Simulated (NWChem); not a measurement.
System: C₂H₄FNSi; SMILES [SiH2](F)CC#N

NWChem input:

```
start job
memory heap 200 mb stack 900 mb global 1100 mb
geometry units angstroms
  N      0.720999    -2.545548    -0.222186
  C      0.034522    -1.676037     0.115036
  C     -0.807848    -0.563772     0.505457
  Si    -0.334317     1.077698    -0.306850
  F      1.100196     1.549145     0.284125
  H     -0.776540    -0.436475     1.600721
  H     -1.856109    -0.784152     0.237839
  H     -1.356108     2.089044     0.074210
  H     -0.220504     0.918359    -1.778306
end
basis spherical
  N library 3-21g
  C library 3-21g
  Si library 3-21g
  F library 3-21g
  H library 3-21g
end
dft
  xc hfexch
  iterations 150
end
driver
  maxiter 120
end
task dft optimize
task dft freq
```

Parts of the log:

```
             Northwest Computational Chemistry Package (NWChem) 7.3.0
             --------------------------------------------------------

 C1  symmetry detected

                             Geometry "geometry" -> ""
                             -------------------------

 Output coordinates in angstroms (scale by  1.889725989 to convert to a.u.)

  No.       Tag          Charge          X              Y              Z
 ---- ---------------- ---------- -------------- -------------- --------------
    1 N                    7.0000     0.69207389    -2.53373601    -0.25218289
    2 C                    6.0000     0.00647093    -1.66697601     0.09378593
    3 C                    6.0000    -0.83502491    -0.55796165     0.49518487
    4 Si                  14.0000    -0.36848368     1.08849015    -0.31106184
    5 F                    9.0000     1.06889424     1.55868027     0.27392299
    6 H                    1.0000    -0.79737844    -0.43651681     1.59091377
    7 H                    1.0000    -1.88456684    -0.77830865     0.23260763
    8 H                    1.0000    -1.38932028     2.09639607     0.08149721
    9 H                    1.0000    -0.26320446     0.93722285    -1.78400433

 Effective nuclear repulsion energy (a.u.)     202.1336526409

                                Z-matrix (autoz)
                                --------

 Units are Angstrom for bonds and degrees for angles

[...]

      ----------------------
      Optimization converged
      ----------------------

  Step       Energy      Delta E   Gmax     Grms     Xrms     Xmax
  ---- ---------------- -------- -------- -------- -------- --------
@   14    -518.13576328 -2.2D-08  0.00001  0.00000  0.00038  0.00077
                                     ok       ok       ok       ok

                                Z-matrix (autoz)
                                --------

 Units are Angstrom for bonds and degrees for angles

[...]

 Rotational Constants
 --------------------
 A=   0.286704 cm-1  (  0.412494 K)
 B=   0.071892 cm-1  (  0.103434 K)
 C=   0.063843 cm-1  (  0.091853 K)

 Temperature                      =   298.15K
 frequency scaling parameter      =   1.0000

 Zero-Point correction to Energy  =   38.264 kcal/mol  (  0.060978 au)
 Thermal correction to Energy     =   41.836 kcal/mol  (  0.066670 au)
 Thermal correction to Enthalpy   =   42.428 kcal/mol  (  0.067614 au)

 Total Entropy                    =   77.039 cal/mol-K
   - Translational                =   39.353 cal/mol-K (mol. weight =  89.0097)
   - Rotational                   =   26.596 cal/mol-K (symmetry #  =        1)
   - Vibrational                  =   11.090 cal/mol-K

 Cv (constant volume heat capacity) =   18.609 cal/mol-K
   - Translational                  =    2.979 cal/mol-K
   - Rotational                     =    2.979 cal/mol-K
   - Vibrational                    =   12.650 cal/mol-K

[normal modes left out]

 ----------------------------------------------------------------------------
 Normal Eigenvalue ||           Projected Infra Red Intensities
  Mode   [cm**-1]  || [atomic units] [(debye/angs)**2] [(KM/mol)] [arbitrary]
 ------ ---------- || -------------- ----------------- ---------- -----------
    1       -0.000 ||    0.000035           0.001         0.035       0.007
    2       -0.000 ||    0.000727           0.017         0.709       0.153
    3       -0.000 ||    0.007976           0.184         7.775       1.683
    4       -0.000 ||    0.002863           0.066         2.791       0.604
    5        0.000 ||    0.001976           0.046         1.926       0.417
    6        0.000 ||    0.001239           0.029         1.208       0.261
    7       68.158 ||    0.005766           0.133         5.621       1.217
    8      159.228 ||    0.001212           0.028         1.181       0.256
    9      263.356 ||    0.017560           0.405        17.119       3.705
   10      476.870 ||    0.000750           0.017         0.731       0.158
   11      543.752 ||    0.011370           0.262        11.084       2.399
   12      604.817 ||    0.051034           1.177        49.751      10.768
   13      784.519 ||    0.032520           0.750        31.702       6.862
   14      824.130 ||    0.072484           1.672        70.661      15.294
   15      877.061 ||    0.042178           0.973        41.117       8.899
   16      950.479 ||    0.049012           1.131        47.779      10.341
   17      986.259 ||    0.256480           5.917       250.030      54.117
   18     1018.626 ||    0.001219           0.028         1.188       0.257
   19     1098.384 ||    0.297948           6.874       290.455      62.866
   20     1359.157 ||    0.004932           0.114         4.808       1.041
   21     1385.234 ||    0.048315           1.115        47.100      10.194
   22     1606.152 ||    0.025996           0.600        25.342       5.485
   23     2359.788 ||    0.191648           4.421       186.828      40.437
   24     2374.899 ||    0.138780           3.202       135.290      29.282
   25     2583.719 ||    0.014259           0.329        13.900       3.009
   26     3204.366 ||    0.001145           0.026         1.116       0.242
   27     3250.100 ||    0.000212           0.005         0.206       0.045
 ----------------------------------------------------------------------------
```

Level: Hartree-Fock/3-21G.
